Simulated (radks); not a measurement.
Question: Ionisation of neutral hafnium, [Xe] 4f14 5d2 6s2, to [Xe] 4f14 5d1 6s2 as the strength of local exchange is varied. Method: Dirac Kohn-Sham, Slater X-alpha exchange (alpha = 2/3 is LDA exchange), no correlation, spin-unpolarised, spherical densities, finite nucleus; open shells fill j = l - 1/2 first; Fermi nuclear charge, rms radius 5.347 fm; computed with a radial shooting solver on a logarithmic mesh with Libxc functionals.

alpha  E(Hf) (hartree)  exchange (hartree)  IE (eV)  -e of the level emptied (eV)  <r> of it (bohr)
0.72       -15102.6706           -317.0556    6.306                 2.404 (5d3/2)             2.448
0.761      -15120.7370           -335.5496    6.722                 2.734 (5d3/2)             2.398
0.848      -15159.1514           -374.9476    7.646                 3.483 (5d3/2)             2.303
0.949      -15203.8806           -420.9492    8.783                 4.430 (5d3/2)             2.208
1.001      -15226.9652           -444.7433    9.395                 4.948 (5d3/2)             2.164
?          -15079.3516           -293.2183    5.786                 2.000 (5d3/2)             2.518

Which alpha was used in the last row?

Answer: alpha = 0.667. NIST Atomic Spectra Database: 6.825 eV (measured). The Delta-SCF value meets it near alpha = 0.77. Spin polarisation and multiplet splitting are left out, so open shells lie too high by an amount that depends on their filling.

Beside tabulated values, note that spin-unpolarised runs miss the spin-polarisation part of the exchange energy of open shells.
